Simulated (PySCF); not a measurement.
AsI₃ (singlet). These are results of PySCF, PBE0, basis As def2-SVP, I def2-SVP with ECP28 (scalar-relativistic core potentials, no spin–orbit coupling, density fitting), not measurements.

Harmonic bands of its minimum:

```
ω (cm⁻¹)  IR (km/mol, summed over degenerate members)  degeneracy
      67                                          0.0           2
      94                                          0.0           1
     229                                          3.1           1
     234                                         84.7           2
```

Problem. The central atom is As. Infer the point group and assign the bands.

Solution. C3v. The modes span 2e + 2a1: 67 e, 94 a1, 229 a1, 234 e. The computed geometry has As–I 2.566 Å (×3); I–As–I 101.6° (×3).
